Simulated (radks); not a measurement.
Q: Species: the caesium ion Cs32+. Configuration: [Ar] 3d5. Method: Dirac Kohn-Sham, relativistic LDA (MacDonald-Vosko exchange, VWN5 correlation), spin-unpolarised, spherical densities, finite nucleus; open shells fill j = l - 1/2 first; Fermi nuclear charge, rms radius 4.8041 fm; computed with a radial shooting solver on a logarithmic mesh with Libxc functionals. Some entries of the table are withheld. Estimate them.

orbital  occ.  eigenvalue (eV)  <r^2> (bohr^2)  r(max) (bohr)
1s1/2       2        -37009.71       0.0009319        0.01685
2s1/2       2              (1)             (2)        0.09515
2p1/2       2        -6692.097         0.01080            (3)
2p3/2       4        -6339.985         0.01204            (4)
3s1/2       2        -2407.397         0.09210         0.2649
3p1/2       2        -2282.516         0.08547         0.2501
3p3/2       4        -2204.920         0.09154         0.2599
3d3/2       4              (5)         0.07159         0.2057
3d5/2       1              (6)         0.07321         0.2084
4s1/2       0        -1186.391          0.3502         0.5546
4p1/2       0        -1134.572             (7)         0.5501
4p3/2       0        -1107.921             (8)         0.5650

A: 
(1) 2s1/2 eigenvalue (eV): -7004.995
(2) 2s1/2 <r^2> (bohr^2): 0.01469
(3) 2p1/2 r(max) (bohr): 0.07269
(4) 2p3/2 r(max) (bohr): 0.07762
(5) 3d3/2 eigenvalue (eV): -1999.087
(6) 3d5/2 eigenvalue (eV): -1981.484
(7) 4p1/2 <r^2> (bohr^2): 0.3480
(8) 4p3/2 <r^2> (bohr^2): 0.3651
